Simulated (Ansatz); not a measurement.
Frontier orbitals of `[NH2][Cr](=[O])(=[O])[F]`.

```xyz
7

N    -0.7500    0.3012    0.7132
Cr    0.4897   -0.1713   -0.4657
O     1.5600   -0.9949    0.2836
O    -0.2046   -0.9966   -1.5712
F     1.2068    1.2369   -1.1492
H    -0.5690    0.3129    1.7064
H    -1.7330    0.3118    0.4829
```

Total charge 0; spin multiplicity 1. Correlated methods include outer-core shells of Cr, which these sets cover unevenly. Scalar relativity is left out up to krypton. Geometry: relaxed with PBE0-D4/def2-TZVP. It is one conformer, not always the lowest. Basis def2-TZVPP, Ansatz.

A caution on the coupled-cluster cation, which keeps the state that its UHF reference found: large T1 diagnostic of the cation; spin contamination of the cation.

| functional | HOMO (eV) | LUMO (eV) |
| --- | --- | --- |
| r2SCANh | -8.52 | -4.27 |

Problem. Give HOMO and LUMO (eV) with LDA (SPW92), PBE, revPBE, BLYP, r2SCAN, B97M-V, PBE0, B3LYP, r2SCAN0, HSE06 (plane-wave form), BHLYP, CAM-B3LYP, LC-ωPBE, ωB97X-V, ωB97M-V, HF. (Estimate.)

Solution. Ansatz gave: 
| functional | HOMO | LUMO |
| --- | --- | --- |
| LDA (SPW92) | -7.90 | -4.69 |
| PBE | -7.65 | -4.43 |
| revPBE | -7.56 | -4.33 |
| BLYP | -7.56 | -4.38 |
| r2SCAN | -7.99 | -4.54 |
| B97M-V | -8.04 | -4.57 |
| PBE0 | -9.09 | -3.75 |
| B3LYP | -8.87 | -4.02 |
| r2SCAN0 | -9.33 | -3.83 |
| HSE06 (plane-wave form) | -8.69 | -4.13 |
| BHLYP | -10.46 | -2.93 |
| CAM-B3LYP | -10.51 | -2.71 |
| LC-ωPBE | -11.80 | -1.51 |
| ωB97X-V | -11.44 | -1.55 |
| ωB97M-V | -11.37 | -1.54 |
| HF | -12.59 | 0.00 |

B3LYP here is the variant with VWN-RPA as its local correlation; programs differ in this. LC-ωPBE has ω = 0.4 bohr⁻¹.
